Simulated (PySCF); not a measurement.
**Structure elucidation problem**

An unknown has the formula C$_{5}$H$_{12}$F$_{2}$Si$_{2}$. Its calculated NMR data are:

$^{1}$H NMR (400 MHz, computed): δ 5.27 (m, 2H), 4.49 (t, 2H), 3.95 (t, 3H), 2.06 (m, 3H), 0.07 (m, 2H).

$^{13}$C{$^{1}$H} NMR (computed): δ 170.3 (C), 120.0 (C), 84.6 (CH2), 18.0 (CH3), -9.5 (CH2).

Theoretical values (PySCF): NMR shieldings at PBE0/pcSseg-1/GIAO, GFN2-xTB structure. No relativistic terms, one computed conformer, rapidly exchanging positions averaged, isolated molecule.

Shifts are taken against calculated references (same method and geometry level): $^{1}$H (31.72 ppm) and $^{13}$C (186.93 ppm) against TMS.

Problem. Deduce the structure.

Solution. 
1. Rings plus π bonds: 1 (no ring in the answer).
2. 5 carbon signals for 5 carbons: no two carbons are equivalent.
3. Carbon types of the structure: 2 × C, 2 × CH2, 1 × CH3, leaving 5 H on heteroatoms.
4. δC 170.3, 120.0: fully substituted alkene carbon.
5. δC 84.6: allylic sp3 CH2 bonded to F; the inductive effect lowers its shielding.
6. δC 18.0: allylic methyl carbon; saturated and bonded to C and H only.
7. δC -9.5: sp3 CH2 bonded to 2 Si; an electropositive neighbour leaves it electron-rich and shielded.
8. δH 5.27: hydrogen on an allylic sp3 CH2 bonded to F; its carbon carries F, hence the downfield position.
9. δH 2.06: hydrogen on an allylic methyl carbon; allylic position.
10. δH 0.07: hydrogen on an sp3 CH2 bonded to 2 Si; an electropositive neighbour shields it, as in TMS itself.

These data were computed for SMILES C/C(F)=C(\CF)[SiH2]C[SiH3].

The shifts were computed for this structure.

Splittings by $^{19}$F in the carbon and heteronuclear signals aren't shown, as no couplings were computed. Shifts are as computed. Against solution values, carbons near 30 ppm lie about +3 ppm off and those near 130 ppm about +5 ppm. Of 1309 compounds with measured shifts, 239 miss one by over three times the rms of a fit or turn the order of signals round; such compounds aren't used in these exercises. No couplings were computed; multiplicities are counted from neighbouring protons, with m where these are inequivalent, close in shift, in a saturated or five-membered ring or joined by F or P, and br s for small geminal =CH2 splittings.
